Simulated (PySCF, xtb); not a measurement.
S3, SMILES [S]S[S-], charge -1, multiplicity 2.

Harmonic wavenumbers (cm⁻¹) from GFN2-xTB (xtb) at its own minimum, in rising order: 202, 542, 575.

Task: What does B3LYP-D3(BJ)/def2-SVPD (PySCF 2.14.0) give at its own minimum? (Estimate from the structure and the level; the computed values follow.)

Result: 219, 507, 532. Paired by order, the mean absolute difference is 32 cm⁻¹ and the zero-point energies are 1.9 and 1.8 kcal/mol.
